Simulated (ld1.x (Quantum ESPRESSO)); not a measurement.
Transferability test, PAW potential for argon (Ar)

Ar (Z = 18), PAW, made with ld1.x (Quantum ESPRESSO) 7.5 (LDA (PZ), non-relativistic). Core [Ne], reference 3s2 3p6. Waves: 3s (bound): rcut 0.90, rcutus 1.00 bohr; 3s channel at -0.3 Ry: rcut 0.90, rcutus 1.00 bohr; 3p (bound): rcut 0.95, rcutus 1.05 bohr; 3p channel at 3.3 Ry: rcut 0.95, rcutus 1.05 bohr; 3d channel at 0.35 Ry: rcut 0.80, rcutus 0.85 bohr. Local part: all-electron potential smoothed inside 0.80 bohr (lloc = -1). Core correction: Bessel-smoothed model core inside 0.65 bohr. Augmentation charge: PSQ, inside the norm-conserving radii.

Energies are relative to the spin-unpolarised reference configuration 3s2 3p6; without spin polarisation the order of configurations can differ from experiment. Spin-polarised rows fill each open shell by Hund’s rule, majority spin first.

(1) Give the all-electron excitation energy and the error of the potential for: 3s2 3p5; 3s2 3p4; 3s2 3p3; 3s2 3p2; 3s2 3p5.5; 3s1 3p6; 3s2 3p5 (spin-polarised); 3s2 3p4 (spin-polarised).

Note: ghost state, extra bound levels that the all-electron valence spectrum of the same l lacks: s at -173.5 eV. A true bound ghost makes a file unfit for plane-wave use.

## Answers

(1)

```json
{"valence configuration": "3s2 3p5", "charge": "+1", "ΔE all-electron (eV)": "16.174", "error AE − PS (meV)": "-0.4"}
{"valence configuration": "3s2 3p4", "charge": "+2", "ΔE all-electron (eV)": "44.920", "error AE − PS (meV)": "-4.5"}
{"valence configuration": "3s2 3p3", "charge": "+3", "ΔE all-electron (eV)": "87.576", "error AE − PS (meV)": "-21"}
{"valence configuration": "3s2 3p2", "charge": "+4", "ΔE all-electron (eV)": "145.288", "error AE − PS (meV)": "-70"}
{"valence configuration": "3s2 3p5.5", "charge": "+0.5", "ΔE all-electron (eV)": "6.609", "error AE − PS (meV)": "-0.1"}
{"valence configuration": "3s1 3p6", "charge": "+1", "ΔE all-electron (eV)": "30.380", "error AE − PS (meV)": "-0.4"}
{"valence configuration": "3s2 3p5 (spin-polarised)", "charge": "+1", "ΔE all-electron (eV)": "15.949", "error AE − PS (meV)": "-0.7"}
{"valence configuration": "3s2 3p4 (spin-polarised)", "charge": "+2", "ΔE all-electron (eV)": "43.877", "error AE − PS (meV)": "-6.1"}
```
